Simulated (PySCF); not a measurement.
Mg(I)(SMe) (CH3IMgS), SMILES C[S][Mg][I]. Atoms are numbered in the order given.

```xyz
7

Mg     0.2874    -0.7890     0.0000
I     -0.0603     1.7515     0.0000
S      0.6474    -3.0615     0.0000
C     -1.0659    -3.7622     0.0000
H     -1.6295    -3.4735    -0.8983
H     -0.9574    -4.8556     0.0000
H     -1.6295    -3.4735     0.8983
```

Geometry optimised at B3LYP-D3(BJ)/def2-SVP. The structure was generated by enumeration; whether it is a known compound was not checked. The def2 effective core potentials stand for the cores of I; spin–orbit coupling is left out. One conformer was computed; it need not be the lowest.

Level of theory: ωB97X/def2-TZVP (PySCF).

Symmetry labels are those of the subgroup Cs that the program uses (full group Cs).

Task: List the valence orbital energies around the gap with their symmetry. (Estimate from the structure and the level; the computed values follow.)

Result: 
```
orbital  symmetry  energy (eV)
-------  --------  -----------
HOMO−7         A'       -14.68
HOMO−6         A"       -14.62
HOMO−5         A'       -12.55
HOMO−4         A'       -11.22
HOMO−3         A'        -9.88
HOMO−2         A"        -9.84
HOMO−1         A'        -9.83
HOMO           A"        -9.10
LUMO           A'         0.04
LUMO+1         A'         0.79
LUMO+2         A"         1.19
LUMO+3         A'         3.10
```
